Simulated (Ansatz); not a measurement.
Cartesian coordinates in Å:
```
F -0.177 0.564 1.880
C -0.507 0.520 0.556
Si 0.574 -0.411 -0.630
S -1.318 -1.038 0.013
H -1.074 1.407 0.287
H 1.765 -1.089 -0.078
H 0.738 0.046 -2.028
```

The species carries charge 0 and has multiplicity 1.

List the CAM-B3LYP/def2-TZVPP orbital energies in eV (Ansatz). (Best estimate.)

The calculation gave: Occupied: -2419.86, -1801.93, -673.65, -281.75, -217.89, -162.46, -162.39, -162.27, -146.48, -101.85, -101.79, -101.77, -35.25, -24.08, -19.17, -16.91, -16.07, -14.67, -14.36, -12.26, -12.12, -10.45, -9.25, -8.82. Lowest empty: 0.29, 1.12, 1.82, 2.06, 2.53, 3.43, 4.20, 4.89.
